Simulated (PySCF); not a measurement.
## Where the electron goes

Compound: C7H9F.
Structure used (GFN2-xTB), in Å, numbered top down from 1:
```
atom  x, y, z in Å
C1     2.5923    0.0274   -0.3898
C2     1.5033   -0.6458   -0.0701
C3     0.5352   -0.2240    0.9909
C4    -0.8013    0.1929    0.3774
C5    -1.7211   -0.9642    0.0466
F6    -2.1788   -1.5689    1.2007
C7    -0.8827    1.4416   -0.4529
C8    -1.4021    1.5235    0.7361
H9     2.8678    0.9335    0.1252
H10    3.2585   -0.2975   -1.1709
H11    1.2500   -1.5527   -0.6036
H12    0.9490    0.6161    1.5515
H13    0.3597   -1.0505    1.6846
H14   -1.2073   -1.7465   -0.5223
H15   -2.6076   -0.6257   -0.4995
H16   -0.6258    1.8788   -1.3851
H17   -1.8962    2.0740    1.4973
```

Method used: TDDFT PBE0/def2-SVPD, vertical, gas phase, core orbitals frozen in the response in PySCF.

Frontier orbitals with the atoms that hold most of them (Löwdin shares over 4%, at most four atoms; ? is withheld):

| orbital | ε (eV) | atoms |
| --- | --- | --- |
| HOMO-3 | -9.44 | F6 20%, C7 15%, C8 10%, C4 10% |
| HOMO-2 | -8.35 | C4 26%, C7 16%, C8 15%, C3 10% |
| HOMO-1 | -7.95 | ? |
| HOMO | ? | ? |
| LUMO | -0.41 | C8 35%, C7 34%, H17 7%, H16 7% |
| LUMO+1 | 0.32 | C2 34%, C1 34%, H9 7%, H10 6% |
| LUMO+2 | 0.93 | C5 13%, C7 12%, C8 10%, C1 9% |

Which atoms hold the HOMO-1, and with what shares?

C8 (bonded to 2 C and H) 19%; C2 (bonded to 2 C and H) 18%; C7 (bonded to 2 C and H) 16%; C1 (bonded to C and 2 H) 16%.

Which atoms hold the HOMO, and with what shares?

C1 (bonded to C and 2 H) 22%; C2 (bonded to 2 C and H) 17%; C7 (bonded to 2 C and H) 12%; C8 (bonded to 2 C and H) 12%.

What is the HOMO energy, and the HOMO–LUMO gap?

ε(HOMO) = -7.23 eV; the gap is 6.82 eV (0.2507 hartree).

The HOMO–LUMO gap is 6.82 eV. Where does the response calculation put the lowest singlet, and from which orbitals?

S1 is at 5.81 eV (f = 0.014), 1.01 eV below the gap, made of HOMO→LUMO (90%). Without the coupling terms of the response equations the lowest excitation would equal the gap.

One configuration dominates each of S1, S2 and S4. Which, and how do the shares of the two leading atoms of either orbital change from the occupied to the empty one?

- S1 (5.81 eV, f 0.014), HOMO→LUMO (90%): C1 22% → at most 7%, C2 17% → at most 7%, C8 12% → 35%, C7 12% → 34%
- S2 (6.17 eV, f 0.017), HOMO-2→LUMO (71%): C4 26% → at most 7%, C7 16% → 34%, C8 15% → 35%
- S4 (6.75 eV, f 0.158), HOMO→LUMO+1 (77%): C1 22% → 34%, C2 17% → 34%

One conformer stands for the species.
